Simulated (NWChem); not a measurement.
All runs are NWChem calculations. System: H₆BN, charge 0, spin multiplicity 1, at a geometry optimised with B3LYP/def2-SVP. The structure started from a generated list of species. Level: G0W0@PBE/def2-TZVPD, RI basis def2-tzvpd-rifit.

Input file:

```
start mol
memory heap 200 mb stack 700 mb global 1700 mb
geometry units angstroms nocenter noautoz
  B     -0.546452     0.749582     0.000000
  H     -1.210830     0.659056     1.022296
  H      0.219964     1.702093     0.000000
  H     -1.210830     0.659056    -1.022296
  N      0.427773    -0.586793     0.000000
  H     -0.123606    -1.448252     0.000000
  H      1.031577    -0.606158     0.825340
  H      1.031577    -0.606158    -0.825340
  symmetry group Cs
end
basis spherical
  * library def2-tzvpd
end
basis "ri basis" bse spherical
  * library def2-tzvpd-rifit
end
dft
  xc xpbe96 cpbe96
  iterations 100
  direct
  tolerances tight
end
task dft energy
gw
  states alpha occ 4 vir 2
end
task dft gw
```

Part of the output:

```
             Northwest Computational Chemistry Package (NWChem) 7.3.0
             --------------------------------------------------------

                                NWChem Input Module
                                -------------------

 Scaling coordinates for geometry "geometry" by  1.889725989
 (inverse scale =  0.529177249)

 Turning off AUTOSYM since
 SYMMETRY directive was detected!

                             Geometry "geometry" -> ""
                             -------------------------

 Output coordinates in angstroms (scale by  1.889725989 to convert to a.u.)

  No.       Tag          Charge          X              Y              Z
 ---- ---------------- ---------- -------------- -------------- --------------
    1 B                    5.0000    -0.54645200     0.74958200     0.00000000
    2 H                    1.0000    -1.21083000     0.65905600     1.02229600
    3 H                    1.0000     0.21996400     1.70209300     0.00000000
    4 H                    1.0000    -1.21083000     0.65905600    -1.02229600
    5 N                    7.0000     0.42777300    -0.58679300     0.00000000
    6 H                    1.0000    -0.12360600    -1.44825200     0.00000000
    7 H                    1.0000     1.03157700    -0.60615800     0.82534000
    8 H                    1.0000     1.03157700    -0.60615800    -0.82534000

 Effective nuclear repulsion energy (a.u.)      40.4071985443

            Nuclear Dipole moment (a.u.)
            ----------------------------
        X                 Y               Z
 ---------------- ---------------- ----------------
     0.0000056692    -0.0000075589     0.0000000000

      Symmetry information
      --------------------

 Group name             Cs
 Group number              2
 Group order               2
 No. of unique centers     6

      Symmetry unique atoms

     1    2    3    5    6    7


 Summary of "ao basis" -> "" (spherical)
 ------------------------------------------------------------------------------
       Tag                 Description            Shells   Functions and Types
 ---------------- ------------------------------  ------  ---------------------
 *                         def2-tzvpd                 on all atoms

 new library libraries.bse/

 Summary of "ri basis" -> "" (spherical)
 ------------------------------------------------------------------------------
       Tag                 Description            Shells   Functions and Types
 ---------------- ------------------------------  ------  ---------------------
 *                      def2-tzvpd-rifit              on all atoms

  pbe96 is a nonlocal functional; adding pw91lda local functional.

                                 NWChem DFT Module
                                 -----------------

 Summary of "ao basis" -> "ao basis" (spherical)
 ------------------------------------------------------------------------------
       Tag                 Description            Shells   Functions and Types
 ---------------- ------------------------------  ------  ---------------------
 B                         def2-tzvpd               13       37   6s3p3d1f
 H                         def2-tzvpd                5        9   3s2p
 N                         def2-tzvpd               13       37   6s3p3d1f

 Summary of "ao basis" -> "ao basis" (spherical)
 ------------------------------------------------------------------------------
       Tag                 Description            Shells   Functions and Types
[...]
    48      0.255335  3 H  s                  7      0.239064  1 B  px
     8      0.174278  1 B  py                47      0.165699  3 H  s
    49      0.159306  3 H  s                 10      0.150671  1 B  px
    39     -0.127667  2 H  s                 57     -0.127667  4 H  s
    11      0.109844  1 B  py                38     -0.082849  2 H  s

 Vector   10  Occ=0.000000D+00  E=-4.656437D-02  Symmetry=a'
              MO Center=  7.8D-01, -1.1D+00, -3.7D-13, r^2= 5.9D+00
   Bfn.  Coefficient  Atom+Function         Bfn.  Coefficient  Atom+Function
  ----- ------------  ---------------      ----- ------------  ---------------
    70      4.818379  5 N  s                  5     -3.646798  1 B  s
    14      0.950278  1 B  py               104     -0.817271  6 H  s
   113     -0.817269  7 H  s                122     -0.817269  8 H  s
     6      0.708970  1 B  s                 13     -0.692752  1 B  px
    68     -0.510395  5 N  s                 69      0.444707  5 N  s

 Vector   11  Occ=0.000000D+00  E= 2.237247D-02  Symmetry=a"
              MO Center=  1.2D+00, -5.7D-01,  2.6D-09, r^2= 6.1D+00
   Bfn.  Coefficient  Atom+Function         Bfn.  Coefficient  Atom+Function
  ----- ------------  ---------------      ----- ------------  ---------------
   113      1.842865  7 H  s                122     -1.842865  8 H  s
    15     -1.140658  1 B  pz               119     -0.823286  7 H  pz
   128     -0.823286  8 H  pz               117     -0.627299  7 H  px
   126      0.627299  8 H  px                40      0.561194  2 H  s
    58     -0.561194  4 H  s                 79     -0.503383  5 N  pz

 Vector   12  Occ=0.000000D+00  E= 2.237326D-02  Symmetry=a'
              MO Center=  1.8D-01, -1.3D+00, -2.6D-09, r^2= 6.1D+00
   Bfn.  Coefficient  Atom+Function         Bfn.  Coefficient  Atom+Function
  ----- ------------  ---------------      ----- ------------  ---------------
   104      2.127925  6 H  s                109      1.194097  6 H  py
   113     -1.064121  7 H  s                122     -1.064121  8 H  s
    13      0.921701  1 B  px                14      0.671957  1 B  py
    49     -0.648125  3 H  s                117      0.603830  7 H  px
   126      0.603830  8 H  px                77      0.406823  5 N  px

 center of mass
 --------------
 x =  -0.01765183 y =   0.02421094 z =   0.00000000

 moments of inertia (a.u.)
 ------------------
          75.462571248669          36.895956456418           0.000000000000
          36.895956456418          51.748445162065           0.000000000000
           0.000000000000           0.000000000000         102.359503757413

     Multipole analysis of the density
     ---------------------------------

     L   x y z        total         alpha         beta         nuclear
     -   - - -        -----         -----         ----         -------
     0   0 0 0     -0.000000     -9.000000     -9.000000     18.000000

     1   1 0 0      1.227313      0.613654      0.613654      0.000006
     1   0 1 0     -1.683572     -0.841782     -0.841782     -0.000008
     1   0 0 1      0.000000      0.000000      0.000000      0.000000

     2   2 0 0    -12.287593    -20.246216    -20.246216     28.204839
     2   1 1 0      0.097014     10.937302     10.937302    -21.777591
     2   1 0 1     -0.000000     -0.000000     -0.000000      0.000000
     2   0 2 0    -12.350042    -27.276024    -27.276024     42.202007
     2   0 1 1      0.000000      0.000000      0.000000      0.000000
     2   0 0 2    -12.216873    -12.273076    -12.273076     12.329280

 Task  times  cpu:       15.8s     wall:       15.8s

                                NWChem Input Module
                                -------------------

                                 NWChem GW Module
                                 ----------------

                             ***********************
                             ***        GW       ***
                             ***********************

 Summary of "ri basis" -> "ri basis" (spherical)
 ------------------------------------------------------------------------------
       Tag                 Description            Shells   Functions and Types
 ---------------- ------------------------------  ------  ---------------------
 B                      def2-tzvpd-rifit            26       92   9s7p5d4f1g
 H                      def2-tzvpd-rifit            10       24   5s3p2d
 N                      def2-tzvpd-rifit            26       92   9s7p5d4f1g

                 Memory Information
                 ------------------
          Available GA per process is          1699.9 MBs
          Available stack per process is        700.0 MBs
          Available heap per process is           0.0 MBs

          Peak memory in Initialization
              Peak GA per process is                  4.5 MBs
              Peak stack per process is               0.2 MBs
              Peak heap per process is                4.7 MBs
              Memory not in MA per process            0.0 MBs

          Peak memory in AFF Calculation
              Peak GA per process is                 14.9 MBs
              Peak stack per process is               8.8 MBs
              Peak heap per process is                0.0 MBs
              Memory not in MA per process            8.8 MBs

          Computing 2-center integrals
          Computing Inverse Cholesky factor
          Computing 3-center integrals
          Computing V_xc ...

          Computing Sigma_x
          Computing RPA polarizability
          Solving quasiparticle equations

                  Alpha Orbitals
          State     Energy (eV)     Error (eV)
          -----------------------------------
@GW         6        -15.872           0.002
@GW         7        -12.121           0.003
@GW         8        -10.037           0.002
@GW         9        -10.037           0.002
@GW        10          0.891           0.004
@GW        11          2.776           0.004

   Applying  -3.6068 eV scissor-shift to rest of particle states

   Applying   2.1584 eV scissor-shift to rest of hole states

     GW Timing Statistics
   ------------------------
   Init.   :          0.1s
     ERIs  :          1.6s
     Distr.:          0.0s
     Vxc   :          0.5s
   Sigma_x :          0.0s
   RPA     :          0.4s
   Wmn     :          0.0s
   Sigma_c :          0.0s
   GW total:          2.7s

 Task  times  cpu:        2.7s     wall:        2.7s

 Total times  cpu:       18.5s     wall:       18.5s
```
